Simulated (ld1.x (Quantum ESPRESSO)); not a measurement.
**u(r) = r·R(r): atom against pseudo-atom (chromium (Cr))**

Columns: radius, all-electron u(r) and pseudo u(r) of the 3d shell (level -2.93 eV) of chromium in the configuration [Ne] 3s2 3p6 3d5 4s1 4p0; PBEsol, scalar-relativistic, RRKJ scheme, ld1.x (Quantum ESPRESSO) 7.5.

```csv
r (bohr),all-electron,pseudo
0.103,0.0483,0.0035
0.205,0.2013,0.0266
0.308,0.3860,0.0843
0.410,0.5461,0.1813
0.513,0.6664,0.3149
0.615,0.7440,0.4686
0.718,0.7861,0.6256
0.820,0.8003,0.7621
0.923,0.7952,0.8634
1.025,0.7774,0.9176
1.128,0.7514,0.9246
1.230,0.7209,0.8913
1.332,0.6882,0.8308
1.435,0.6543,0.7569
1.538,0.6206,0.6835
1.640,0.5881,0.6200
1.743,0.5566,0.5689
1.845,0.5268,0.5299
1.948,0.4983,0.4986
2.050,0.4716,0.4716
2.153,0.4462,0.4462
2.255,0.4226,0.4226
2.358,0.4002,0.4002
2.460,0.3794,0.3794
2.562,0.3597,0.3597
2.665,0.3411,0.3411
```

Task: How many radial nodes do the two functions have?

Result: The all-electron 3d function has n − l − 1 = 0; the pseudo-wave has 0.

Task: At about which radius was the pseudo-wave matched?

Result: 2.05 bohr, where the columns begin to agree (steps of 0.10 bohr).

Task: Where does each function peak?

Result: Outermost all-electron maximum near 0.82 bohr, pseudo maximum near 1.13 bohr (to the table’s step).

Task: Is the pseudo-wave norm-conserving?

Result: Yes: the RRKJ scheme keeps the norm inside the radius equal to the all-electron one, which fixes the energy derivative of the logarithmic derivative at the level.
